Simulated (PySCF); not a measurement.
Ground-state electric properties of a mixed set of molecules.

All values: B3LYP/def2-SVPD (PySCF) at GFN2-xTB geometries, gas phase, one conformer each. Core orbitals are frozen in the response; Δα² is half the sum of the squared differences of the principal polarisabilities.

Problem. Rank by mean static polarisability, lowest first.
A. `[C-]#[N+]C#CC`
B. `P#CC1CCCC1`
C. `C=C=CC#N`
D. `O=C(Cl)/C(Cl)=C/F`

Solution. C (8.15 Å³), A (8.53 Å³), D (10.26 Å³), B (14.01 Å³).

Problem. Rank by dipole moment, highest first.
A. `[P:1]#[C:2][CH:3]1[CH2:4][CH2:5][CH2:6][CH2:7]1` with C2–C3–C4–C5 137°, C3–C4–C5–C6 12°, C4–C5–C6–C7 -34°, C5–C6–C7–C3 43°
B. propynyl isocyanide, `[C-]#[N+]C#CC`
C. `[O:1]=[C:2]([Cl:3])/[C:4]([Cl:5])=[CH:6]/[F:7]` with O1–C2–C4–Cl5 180°

Solution. B (4.33 D), A (1.95 D), C (1.26 D).

All values together:

```csv
SMILES,formula,μ (D),HOMO (eV),LUMO (eV),α (Å³),Δα (Å³),electrons,α per electron (Å³)
C=C=CC#N,C4H3N,4.42,-8.03,-1.65,8.15,7.35,34,0.240
P#CC1CCCC1,C6H9P,1.95,-6.98,-1.02,14.01,7.57,60,0.233
[C-]#[N+]C#CC,C4H3N,4.33,-7.85,-1.13,8.53,9.60,34,0.251
O=C(Cl)/C(Cl)=C/F,C3HCl2FO,1.26,-8.09,-2.89,10.26,6.03,70,0.147
```

Conformers: `[P:1]#[C:2][CH:3]1[CH2:4][CH2:5][CH2:6][CH2:7]1` with C2–C3–C4–C5 137°, C3–C4–C5–C6 12°, C4–C5–C6–C7 -34°, C5–C6–C7–C3 43°; `[O:1]=[C:2]([Cl:3])/[C:4]([Cl:5])=[CH:6]/[F:7]` with O1–C2–C4–Cl5 180°.
